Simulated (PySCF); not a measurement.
**Assignment exercise: C4H6N2O2Si**

Structure with atom numbers: `[O:1]=[CH:2][O:3][c:4]1[cH:5][n:6][cH:7][n:8]1[SiH3:9]`; H(Xn) means a hydrogen on atom n.

A single conformation, in vacuum, fast rotation and ring inversion assumed for equivalent nuclei, non-relativistic Hamiltonian. Coordinates at the GFN2-xTB level; shieldings: GIAO PBE0/pcSseg-1; PySCF 2.14.

δ = σ(ref) − σ, references computed at the same level: $^{13}$C (186.93 ppm), $^{1}$H (31.72 ppm) vs TMS.

Q: Assign these signals to the numbered atoms. $^{13}$C{$^{1}$H} NMR (computed): δ 163.0, 148.6, 141.5, 126.3.

A: 
163.0 → C2, ester carbonyl carbon: lone-pair donation from the attached heteroatom keeps it upfield of a ketone carbonyl
148.6 → C4, aromatic carbon bearing oxygen: an ipso carbon deshielded by its heteroatom
141.5 → C7, aromatic CH between two ring heteroatoms
126.3 → C5, aromatic CH next to a ring nitrogen

Q: Assign these signals to the numbered atoms. $^{1}$H NMR (400 MHz, computed): δ 8.07 (s, 1H), 7.25 (m, 1H), 7.18 (m, 1H), 5.20 (s, 3H).

A: 
```tsv
δ (ppm)	atoms	environment	reason
8.07	H(C2)	hydrogen on an ester carbonyl carbon	–
7.25	H(C5)	hydrogen on an aromatic CH next to a ring nitrogen	the ring current deshields protons in the ring plane
7.18	H(C7)	hydrogen on an aromatic CH between two ring heteroatoms	the ring current deshields protons in the ring plane
5.20	H(Si9)	hydrogen on a silicon bonded to N	–
```

H(C5) and H(C7) lie closer than the usual error of such a calculation, so a measured spectrum could show them in the other order.

Shifts are as computed. Against solution values, carbons near 30 ppm lie about +3 ppm off and those near 130 ppm about +5 ppm. Of 1309 compounds with measured shifts, 239 miss one by over three times the rms of a fit or turn the order of signals round; such compounds aren't used in these exercises. Multiplicities follow the n + 1 count of equivalent neighbours, as no J values were calculated; m marks all less simple cases, F and P coupling included.
